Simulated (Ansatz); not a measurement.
Reaction (redistribution): `[NH2][Sn][Cl]` + `[NH2][AlH][Cl]` → `[NH2][Sn][NH2]` + `[Cl][AlH][Cl]`

Calculated with Ansatz (gas phase, PBE0-D4/def2-TZVP geometries, no zero-point term in ΔE). CBS: MP2 limit from def2 TZ/QZ plus the TZ coupled-cluster correction, frozen cores. This one scheme is used for every species. DFT in def2-TZVPP. Elements past krypton have def2 core potentials. For Sn outer-core shells are correlated without core-valence functions, which leaves a few kJ/mol of doubt a bond. Each species was taken in one conformer, which may not be the lowest.

```json
{"level": "ωB97X-V", "ΔE (kJ/mol)": "44.9"}
{"level": "PBE-QIDH", "ΔE (kJ/mol)": "43.8"}
{"level": "BLYP", "ΔE (kJ/mol)": "52.2"}
{"level": "MP2/CBS(def2)", "ΔE (kJ/mol)": "43.5"}
```

Task: What does CCSD(T)/CBS give? (Best estimate.)

Result: Ansatz gave: +43.8 kJ/mol. The listed levels differ from it by 1.1, 0.0, 8.4, -0.3 kJ/mol.

Largest T1 diagnostic among the species: 0.016.

In def2-TZVPP, CCSD(T) changes the Hartree–Fock value by −7.8 kJ/mol (the triples alone add −1.0 kJ/mol) and MP2 by −8.0 kJ/mol. Leaving LDA and LC-ωPBE aside and taking each functional with its dispersion term where it has one, the values, not all of them listed here, spread over 8.1 kJ/mol, from PBE-QIDH to B97M-V.
